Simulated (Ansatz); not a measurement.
CH$_{5}$GeNO, SMILES `[NH2][GeH2][CH]=O` at its PBE0-D4/def2-TZVP geometry, where that method's forces vanish. Charge 0, multiplicity 1.

```xyz
9

N    -0.3758    1.1821   -0.9675
Ge   -0.2181   -0.5277   -0.3058
C     0.8337   -0.3750    1.3963
O     0.8201   -1.2165    2.2515
H    -1.1467    1.7178   -0.5944
H    -0.4047    1.2373   -1.9754
H    -1.5516   -1.2326    0.0148
H     0.5895   -1.3311   -1.3383
H     1.4536    0.5457    1.5186
```

Q: What forces (eV/Å) does ωB97M-V/def2-TZVPP give on these atoms in Ansatz 0.2.0? (An estimate is asked.)

A: Ansatz gave: 
```
N1  -0.049  0.014 -0.008
Ge2  0.003 -0.191  0.016
C3   0.017  0.265 -0.236
O4  -0.010 -0.143  0.136
H5   0.033 -0.001 -0.028
H6   0.001  0.014  0.040
H7   0.109  0.071 -0.022
H8  -0.061  0.067  0.083
H9  -0.045 -0.095  0.018
```
